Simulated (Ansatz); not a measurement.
Cl$_{2}$FH$_{3}$O$_{2}$Si$_{2}$, SMILES `O[SiH2]O[Si](F)(Cl)Cl`, charge 0, multiplicity 1.

(1) Give a relaxed structure at PBE0-D4/def2-TZVP (Ansatz 0.2.0). (Best estimate.)

## Answers

(1) Computed: 
```xyz
10

O    -1.704   -1.408   -0.314
Si   -0.838   -0.745    0.900
O     0.522   -0.005    0.337
Si    1.167    1.076   -0.646
F     1.492    0.398   -2.033
Cl   -0.104    2.611   -0.991
Cl    2.899    1.761    0.129
H    -1.365   -2.186   -0.758
H    -1.715    0.266    1.520
H    -0.354   -1.767    1.855
```
This is one stationary point; other conformers may exist.
